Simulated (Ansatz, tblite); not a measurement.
Forces on the cluster Si3Pt⁺ at its B3LYP-D4/def2-SVP geometry. Total charge 1; doublet.

In the def2 sets Pt takes a core potential; there is no spin–orbit coupling. The xTB rows come from tblite. At PBE-D4/def2-TZVP the charge 1 doublet is spin-contaminated (final ⟨S²⟩ up to 1.23, 0.75 for a pure state). No other spin state of charge 1 was run. The geometry of the doublet was relaxed on an unsound state (⟨S²⟩ 1.30, where a pure state has 0.75). Another isomer (doublet) lies 1.05 eV lower at PBE0-D4/def2-TZVP; other spin states weren't run for this one.

GFN1-xTB (tblite), largest force 1.13 eV/Å:

```xyz
4
positions Å, forces eV/Å
Pt   -0.685    0.089    0.646    0.600    0.522    0.665
Si   -1.891   -1.045   -0.869   -0.658   -0.565   -0.717
Si    1.618   -0.525    0.600   -0.106    0.435   -0.175
Si    0.959    1.480   -0.377    0.164   -0.391    0.227
```

GFN2-xTB (tblite), largest force 0.59 eV/Å:

```
Pt -0.225 0.070 0.294
Si -0.144 -0.140 -0.189
Si 0.342 -0.443 0.180
Si 0.027 0.512 -0.285
```

PBE-D4/def2-TZVP (Ansatz), largest force 0.35 eV/Å:

```
Pt 0.189 -0.078 -0.290
Si 0.212 0.173 0.213
Si -0.249 0.099 -0.033
Si -0.153 -0.194 0.110
```
